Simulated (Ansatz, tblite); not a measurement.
Removing and adding an electron: `C#Cc1ccc(C#Cc2ccc(C#Cc3ccc(C#Cc4ccccc4)cc3)cc2)cc1`. Charge 0, multiplicity 1. Geometry: PBE-D4/def2-SVP. Ansatz, gas phase; energy differences of separate SCF runs; the oxidised species was run as a doublet alone; the reduced species was run as a doublet alone.

Cartesian coordinates in Å:
```
C -11.398 -4.638 6.380
C -10.389 -4.228 5.816
C -9.215 -3.751 5.159
C -8.175 -3.130 5.896
C -7.028 -2.663 5.254
C -6.876 -2.800 3.850
C -5.704 -2.323 3.194
C -4.690 -1.911 2.628
C -3.517 -1.434 1.972
C -2.392 -2.279 1.791
C -1.246 -1.813 1.149
C -1.178 -0.482 0.662
C -0.005 -0.005 0.005
C 1.007 0.408 -0.563
C 2.179 0.886 -1.220
C 3.231 1.486 -0.481
C 4.377 1.953 -1.123
C 4.518 1.839 -2.530
C 5.690 2.317 -3.187
C 6.704 2.728 -3.754
C 7.877 3.208 -4.412
C 8.991 2.353 -4.613
C 10.139 2.829 -5.258
C 10.199 4.156 -5.713
C 9.101 5.011 -5.518
C 7.949 4.546 -4.875
C 3.466 1.239 -3.269
C 2.319 0.772 -2.627
C -2.303 0.364 0.843
C -3.449 -0.103 1.485
C -7.918 -3.422 3.114
C -9.065 -3.888 3.756
H -12.286 -4.999 6.878
H -8.283 -3.020 6.985
H -6.226 -2.183 5.833
H -2.436 -3.312 2.166
H -0.378 -2.475 1.014
H 3.132 1.578 0.611
H 5.188 2.416 -0.542
H 8.939 1.315 -4.255
H 10.996 2.155 -5.408
H 11.103 4.526 -6.220
H 9.143 6.052 -5.874
H 7.086 5.211 -4.720
H 3.566 1.146 -4.360
H 1.509 0.308 -3.208
H -2.259 1.397 0.468
H -4.317 0.560 1.620
H -7.809 -3.532 2.025
H -9.866 -4.369 3.176
```

The xTB rows come from tblite. Single mean-field runs in def2-TZVP are fitted with def2-universal-jkfit. HOMO above LUMO, or a gap near zero within one spin, warns that the state may not be the lowest or that an electron is smeared out.

| level | −HOMO (eV) | vertical IE (eV) | −LUMO (eV) | vertical EA (eV) | HOMO–LUMO gap (eV) | IE − EA (eV) | remarks |
| --- | --- | --- | --- | --- | --- | --- | --- |
| GFN1-xTB | 11.18 | 12.52 | 8.12 | 6.77 | 3.06 | 5.75 | – |
| GFN2-xTB | 10.17 | 11.56 | 7.09 | 5.71 | 3.09 | 5.85 | – |
| PBE-D4/def2-TZVP | 5.57 | 6.98 | 2.48 | 1.19 | 3.09 | 5.78 | HOMO above zero (-1 doublet), gap within one spin near zero (+1 doublet), gap within one spin near zero (-1 doublet) |
| r2SCANh-D4/def2-TZVP | 6.06 | 7.24 | 2.11 | 0.99 | 3.95 | 6.25 | HOMO above zero (-1 doublet) |
| PBE0-D4/def2-TZVP | 6.47 | 7.46 | 1.74 | 0.84 | 4.74 | 6.62 | HOMO above zero (-1 doublet) |

Relaxing the reduced species (PBE-D4/def2-SVP) changes its energy by -0.84 eV at PBE-D4/def2-TZVP, so the adiabatic electron affinity to this nearest minimum is 2.03 eV. At PBE0-D4/def2-TZVP it is 1.70 eV.     A HOMO above zero means that the electron is unbound at that level or that self-interaction error raises the level; the energy of removing that electron tells which. Raw xTB energy differences between charge states are shifted by several eV; the methods need an empirical correction for them. Sets without diffuse functions give affinities that are too small.
